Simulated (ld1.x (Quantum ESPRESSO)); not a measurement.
helium, PAW: configuration errors across variants

He, PAW, made with ld1.x (Quantum ESPRESSO) 7.5 (LDA (PZ), scalar-relativistic). Core none, reference 1s2. Waves: 1s (bound): rcut 0.35, rcutus 0.50 bohr; 1s channel at 3.9 Ry: rcut 0.35, rcutus 0.50 bohr; 2p channel at 0.05 Ry: rcut 0.40, rcutus 0.50 bohr. Local part: all-electron potential smoothed inside 0.45 bohr (lloc = -1). Core correction: none. Augmentation charge: BG, radius 0.35 bohr.

All-electron excitation energies from the reference (eV): (1) 1s1 26.485; (2) 1s1.5 10.375; (3) 1s1 spin 24.284; (4) 1s1.5 spin 10.024.

Spin tests fill each open shell by Hund’s rule, majority spin first.

1 further variants failed, have other tests or too few solved ones, and are left out.

Errors AE − PS in meV (a dash: test not solved or not reliable):

```csv
change,(1),(2),(3),(4),bound ghosts
base,-0.5,-0.2,-0.4,-0.2,none
local potential all-electron potential smoothed inside 0.40 bohr (lloc = -1),-0.5,-0.2,-0.4,-0.2,none
"all radii scaled by about 1.24 (s 0.62, p 0.62 bohr, rcut 0.44/0.50); local potential all-electron potential smoothed inside 0.56 bohr (lloc = -1); augmentation BG, radius 0.44 bohr",-0.3,-0.2,-0.2,-0.1,none
"augmentation BESSEL, radius 0.35 bohr",-0.5,-0.2,-0.4,-0.2,none
"waves 1s (bound): rcut 0.35, rcutus 0.42 bohr; 1s channel at 3.9 Ry: rcut 0.35, rcutus 0.42 bohr",-0.6,-0.3,-0.5,-0.3,none
local potential all-electron potential smoothed inside 0.46 bohr (lloc = -1),-0.5,-0.2,-0.4,-0.2,none
"wave 2p channel at 0.05 Ry: rcut 0.40, rcutus 0.50 bohr becomes 2p channel at 0.05 Ry: rcut 0.40, rcutus 0.62 bohr",-0.5,-0.2,-0.4,-0.2,none
```

(1) Give the same row for: type TM; waves now 1s (bound): rc 0.50 bohr; 2p channel at 0.05 Ry: rc 0.50 bohr; local potential the p channel.

## Answers

(1) +1.8, 0.0, -3.0, -0.7; bound ghosts: none.
